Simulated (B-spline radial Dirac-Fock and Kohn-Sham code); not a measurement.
## Auger decay of the L1 hole in Pm⁷⁺

System: Pm⁷⁺, configuration [Kr] 4d10 4f3 5s2 5p3.

Level of theory: independent-particle radiative and Coulomb Auger rates from relativistic LDA hole-state orbitals, with Dirac-Fock energies; a radial B-spline solver. Kinetic energies are configuration averages from the vacuum level; the two-hole energies are estimated from single-hole states.

```
transition  kinetic energy (eV)  width (meV)  share (%)
   L1-L2N3                24.49          195        5.4
   L1-L2N4                144.1         58.3        1.6
   L1-L2N5                148.2         90.5        2.5
   L1-L2O1                262.0         46.0        1.3
   L1-L2N7                282.9         46.3        1.3
   L1-L3N1                481.3          264        7.3
   L1-L3N2                    –          116        3.2
   L1-L3N3                578.5          200        5.5
   L1-L3N4                696.8          285        7.9
   L1-L3N5                702.1          363       10.0
   L1-L3O1                815.3         54.7        1.5
   L1-L3N6                835.6         54.0        1.5
   L1-L3N7                836.2         69.4        1.9
   L1-M1M1               3946.7         50.4        1.4
   L1-M1M2               4135.3          102        2.8
   L1-M1M3               4249.9          183        5.0
   L1-M1M4               4548.6          149        4.1
   L1-M1M5               4572.9          206        5.7
   L1-M2M5               4749.4         59.4        1.6
   L1-M4M5               5166.6          301        8.3
   L1-M5M5               5191.9         83.2        2.3
   L1-M1N3               5386.5         40.3        1.1
   L1-M4N5               6109.5         40.7        1.1
   L1-M5N4               6128.6         39.7        1.1
```

A dash stands for an energy that rests on an unreliable hole state.

Coster-Kronig rates are the weakest part of this model and often come out 1.5 to 2.5 times too large. The listed channels hold 85 % of the non-radiative rate. Summed by principal shells, of 3.63 eV in all: LLN 48.9 %, LMM 33.4 %, LMN 11.1 %, LLO 4.5 %, LNN 0.9 %, LMO 0.9 %.

Values without a named source are computed, but for edge energies of neutral atoms, which are taken from tables.
